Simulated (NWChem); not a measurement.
System: C₃H₄BrF; SMILES F[C@@H]1C[C@H]1Br

The following NWChem deck was run.

```
start job
memory heap 200 mb stack 900 mb global 1100 mb
geometry units angstroms noautosym nocenter noautoz
  F      0.707489     2.683214     0.096956
  C      0.143478     1.549616    -0.424789
  C     -1.284867     1.239696    -0.079885
  C     -0.153043     0.438185     0.521956
  Br     0.153333    -1.407292     0.002694
  H      0.513433     1.325121    -1.421344
  H     -1.803562     1.913091     0.597349
  H     -1.904285     0.786478    -0.847986
  H      0.079677     0.592761     1.569163
end
basis spherical
  * library 6-31g*
end
dft
  xc m05-2x
  iterations 150
end
cosmo
  dielec 3.9
end
task dft energy
```

Coordinates come from a B3LYP/6-31G* (spherical d) optimisation.

Level: M05-2X/6-31G* with COSMO at NWChem's default radii, gas-phase geometry; the question gives the dielectric constant.

Problem. What results follow from this input? (M05-2X/6-31G* (spherical d), COSMO on the gas-phase geometry.) Quantities: electrostatic solvation energy (kcal/mol); dipole in solution (D).

Solution. The electrostatic solvation energy (kcal/mol) is -2.9 and the dipole in solution (D) comes out as 1.68.
